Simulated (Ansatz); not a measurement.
Input file for `O[B]([GeH3])CCl`:

```yaml
crystal:
  periodic: [false, false, false]
  atoms:
    - {symbol: O, position_ang: [0.052812, 1.823704, 0.444602]}
    - {symbol: B, position_ang: [0.108008, 0.559819, -0.029742]}
    - {symbol: Ge, position_ang: [-0.166780, -1.083710, 1.221005]}
    - {symbol: C, position_ang: [0.377212, 0.409141, -1.577248]}
    - {symbol: Cl, position_ang: [-1.224004, -0.067160, -2.239745]}
    - {symbol: H, position_ang: [-0.161069, 1.887962, 1.379284]}
    - {symbol: H, position_ang: [1.116598, -1.934735, 1.288827]}
    - {symbol: H, position_ang: [-1.311338, -2.009537, 0.784774]}
    - {symbol: H, position_ang: [-0.468241, -0.605274, 2.659776]}
    - {symbol: H, position_ang: [1.078382, -0.379286, -1.848106]}
    - {symbol: H, position_ang: [0.663820, 1.341977, -2.062927]}
basis:
  gaussian: {orbitals: def2-TZVPP}
correlation: {method: ccsd_t}
```

```sh
$ ansatz run in.yaml --threads 4 --pin off --events-out ev --progress --plain --max-ram 10444MiB
```

Log, shortened:

```
Functional definition: HF
1618 factors; integrals over basis functions are off by at most 1.0e-3 eV
mean field evaluation 1: about -72811.0651 eV, gradient 3.7e1 eV
mean field evaluation 2: about -72811.2769 eV, gradient 3.7e1 eV
mean field evaluation 4: about -72814.5341 eV, gradient 4.2e0 eV
mean field evaluation 8: about -72814.6023 eV, gradient 2.5e-1 eV
mean field -72814.60266050 eV, -2675.8872922630 hartree, gradient 1.9e-6 eV, S^2 0.000000; 0 other end points of the search recorded, 0 dependent functions left out
17 core orbitals not correlated: weight in the atoms' cores, before any rotation towards them, 1.000 or more for the frozen orbitals, at most 0.000 for the correlated occupied ones
reference -72814.60266050 eV, -2675.8872922630 hartree; 20, 20 occupied and 230, 230 virtual orbitals, 1618 factors
second order -26.22293637 eV of doubles, -0.00000000 eV of singles
cycle   1  -26.63779461 eV  change   -4.1e-1 eV  update   1.2e-1
cycle   2  -27.36427561 eV  change   -7.3e-1 eV  update   3.4e-2
cycle   3  -27.49917329 eV  change   -1.3e-1 eV  update   1.8e-2
cycle   4  -27.48206291 eV  change    1.7e-2 eV  update   4.6e-3
cycle   5  -27.48071090 eV  change    1.4e-3 eV  update   2.2e-3
cycle   6  -27.48117760 eV  change   -4.7e-4 eV  update   6.3e-4
cycle   7  -27.48083989 eV  change    3.4e-4 eV  update   2.4e-4
cycle   8  -27.48086547 eV  change   -2.6e-5 eV  update   7.7e-5
cycle   9  -27.48089837 eV  change   -3.3e-5 eV  update   2.9e-5
perturbative correction -1.08324042 eV, -0.0398083512 hartree
Total energy: -72843.16679929 eV, -2676.9370050020 hartree
```

It took 4.5 min on 4 threads of an Arm Neoverse V2 on a shared host, with 6.8 GiB of host memory at the peak.

MP2 recovers 91.8 % of the CCSD(T) correlation energy and the triples give 3.8 %; T1 = 0.0125.
